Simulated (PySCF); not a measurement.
Yb(III) with more and more H2O

Computed with PySCF 2.14.0, BP86, def2-SVP on the ligands, density fitting, scalar-relativistic core potentials, no spin-orbit coupling, vacuum. The metal has lcecp-1-SVP with ECP59. Each complex is relaxed within the symmetry of its template. Distances are means of the shortest metal–ligand contacts, charges and spins Mulliken's; removal energies are rigid, with the ligand's formal charge and no counterpoise, so too large; for an anion taken off a cation in vacuum most of it is the attraction of opposite charges, and multiply charged cations can part far more cheaply with an electron moved from ligand to metal. lcecp potentials hold a fixed number of 4f electrons in the core, out of states, spins and gaps.

```json
{"complex": "[Yb(H2O)2]3+", "point group": "C1", "M–H2O (Å)": "2.164", "charge on M (e)": "2.10", "removal of one H2O (eV)": "4.73", "strongest infrared band, degenerate modes summed (cm⁻¹)": "3305", "unstable modes (below −25 cm⁻¹)": "0"}
{"complex": "[Yb(H2O)8]3+", "point group": "D4d", "M–H2O (Å)": "2.406", "charge on M (e)": "0.66", "removal of one H2O (eV)": "1.93", "strongest infrared band, degenerate modes summed (cm⁻¹)": "–", "unstable modes (below −25 cm⁻¹)": "6"}
```

Problem. What does the calculation give for [Yb(H2O)7]3+?

Solution. point group: C2v, M–H2O (Å): 2.374, charge on M (e): 0.87, removal of one H2O (eV): 2.57, unstable modes (below −25 cm⁻¹): 7.
```xyz
22

Yb    0.0000    0.0000    0.0000
O    -0.0032    0.0000    2.3269
H     0.7698    0.0000    2.9416
H    -0.7785    0.0000    2.9388
O    -0.0032    0.0000   -2.3269
H     0.7698    0.0000   -2.9416
H    -0.7785    0.0000   -2.9388
O     2.4029    0.0000    0.0000
H     3.0158    0.0000    0.7700
H     3.0158    0.0000   -0.7700
O     0.7377    2.2686    0.0000
H     0.9037    2.8516    0.7752
H     0.9037    2.8516   -0.7752
O    -1.9383    1.4091    0.0000
H    -2.4061    1.8012    0.7721
H    -2.4061    1.8012   -0.7721
O    -1.9383   -1.4091    0.0000
H    -2.4061   -1.8012    0.7721
H    -2.4061   -1.8012   -0.7721
O     0.7377   -2.2686    0.0000
H     0.9037   -2.8516    0.7752
H     0.9037   -2.8516   -0.7752
```

The more ligands, the longer each bond and the weaker the last ligand is held.

Members with unstable modes aren't minima as they stand: saddle points kept by symmetry or, where the modes are soft, flat surfaces and noise. Moved off a saddle point of the template and relaxed again: [Yb(H2O)2]3+. One start shape was tried for each, so a minimum needn't be the lowest isomer.
